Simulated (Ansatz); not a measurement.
Cartesian coordinates (Å):
SMILES: C=[SiH]CO
```xyz
10

C      1.7309    -0.5125    -0.0897
Si     0.4899     0.5605    -0.5370
C     -1.2494     0.4481     0.1957
O     -1.4118    -0.6645     1.0719
H      2.7082    -0.4881    -0.5539
H      1.6100    -1.2440     0.6990
H      0.6574     1.5782    -1.5942
H     -1.4631     1.3405     0.7889
H     -1.9915     0.4387    -0.6149
H     -1.0806    -1.4568     0.6343
```
Charge 0, multiplicity 1.

These are frozen-core CCSD(T)/cc-pVTZ // B3LYP-D3(BJ)/def2-TZVP (Ansatz, a first-principles code) values and carry that method's errors. The restricted HF reference is unstable towards unrestricted orbitals.

```yaml
HF energy: -443.01759 Ha
MP2 correlation energy: -0.70429 Ha
```

**Question.** Estimate the CCSD correlation energy, the (T) correction, the total energy and the T1 diagnostic.

**Answer.** 
```
Item                             Value
-----------------------  -------------
CCSD correlation energy    -0.74096 Ha
(T) correction             -0.03125 Ha
CCSD(T) total energy     -443.78980 Ha
T1 diagnostic                    0.013
```
